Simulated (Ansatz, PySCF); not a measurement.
Complex: SiH4 (SMILES [SiH4]) (first 5 atoms) with H2Se (SMILES [SeH2]); geometry from B3LYP-D3(BJ)/def2-TZVP.
(charge 0, multiplicity 1):
```csv
atom,x (Å),y (Å),z (Å)
Si,0.1951,-0.0097,0.0356
H,-0.6141,-1.1760,0.4501
H,-0.4440,1.2378,0.5102
H,0.2729,0.0252,-1.4451
H,1.5616,-0.1160,0.5903
Se,-0.1044,0.0270,3.9130
H,0.3149,1.4290,3.7707
H,-1.4986,0.3788,3.6065
```

Monomers are frozen at their geometry in the pair; levels with a basis set take the counterpoise correction. Rows marked so take none.

Frozen-core correlation. Filled d and f shells under p-block atoms count as core. Rows in 6-31G* carry no dispersion term and start afresh at each structure (6-31G* with six Cartesian d functions); the Pople sets are all-electron and without relativity.

Run with Ansatz (an electronic-structure program); PySCF for 6-31G* rows, the dispersion terms. 

Question: What is the computed interaction energy (CCSD(T)/def2-TZVPPD)?

Answer: -37 meV

Question: Estimate the interaction energy that r2SCAN-D3(BJ)/def2-TZVPPD returns for this input.

Answer: -53 meV

Question: Give the interaction energy at the level B3LYP/6-31G* (no counterpoise).

Answer: 14 meV
